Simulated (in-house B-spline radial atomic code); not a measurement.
# BP86 excitations of Bi⁵⁺

Method: BP86. Computed with an all-electron radial atomic-structure program (B-spline basis): linear response of the closed shell [Xe] 4f14 5d10 with the functional's adiabatic kernel; scalar-relativistic (spin-free one-electron X2C), finite nucleus, no spin-orbit coupling, no double excitations, S, P, D and F terms only; shells from n = 3 respond. Only terms of natural parity with L up to 3 were computed.

Spin-orbit coupling is strong here, so these LS terms don't match observed levels.

Command:
```bash
python run_td.py task.json out
```
Settings (radii: box in bohr, nucleus in fm):
```
Z                        83
electrons                78
configuration            [Xe] 4f14 5d10
hamiltonian              x2c
method                   b88,p86
box_radius               16.35
rms_radius               5.5211
intervals                70
```

Time taken, with all properties: 9.4 s on 1 thread of Arm Neoverse N1, with other jobs on the host.

The lowest states, in the order of their Tamm-Dancoff energies; the method's threshold (minus the highest occupied level) is 80.64 eV. Labels give the largest channel, * marks a mixed state, and oscillator strengths are full-response dipole values. Semilocal kernels can invert the small singlet-triplet splittings of Rydberg terms. Energies in eV:

| state | full response | Tamm-Dancoff | oscillator strength |
| --- | --- | --- | --- |
| 5d → 6s 3D | 17.931 | 17.960 | - |
| 5d → 6s 1D | 19.038 | 19.076 | - |
| 5d → 6p 3P | 32.31 | 32.34 | - |
| 5d → 6p 3F | 32.51 | 32.53 | - |
| 5d → 6p 1F | 32.97 | 32.98 | - |
| 5d → 6p 1P | 34.10 | 34.20 | 1.17 |
| 5d → 6d 3S | 48.93 | 48.95 | - |
| 5d → 6d 3D | 49.50 | 49.51 | - |
| 5d → 6d 1D | 49.80 | 49.81 | - |
| 5d → 5f 3P | ? | ? | - |
| 5d → 5f 3F | ? | ? | - |
| 5d → 7s 3D | 51.13 | 51.13 | - |
| 5d → 7s 1D | 51.30 | 51.31 | - |
| 5d → 5f 1F | 52.01 | 52.03 | - |
| 5d → 6d 1S | 52.54 | 52.86 | - |
| 5d → 5f 1P* | 55.50 | 55.77 | 2.39 |

Task: Where does 5d → 5f 3P lie?

Result: At 50.39 eV in full response, 50.43 eV in Tamm-Dancoff.

Task: Where does 5d → 5f 3F lie?

Result: At 50.99 eV in full response, 51.01 eV in Tamm-Dancoff.

Task: How large is the singlet-triplet splitting of 5d → 6s (D terms) in Tamm-Dancoff?

Result: 1.12 eV, from the unrounded values.

Task: What polarisabilities and dispersion coefficient does the method give?

Result: Dipole 2.925 bohr³, quadrupole 7.157 bohr⁵, C6 14.17 hartree·bohr⁶ for two such species.
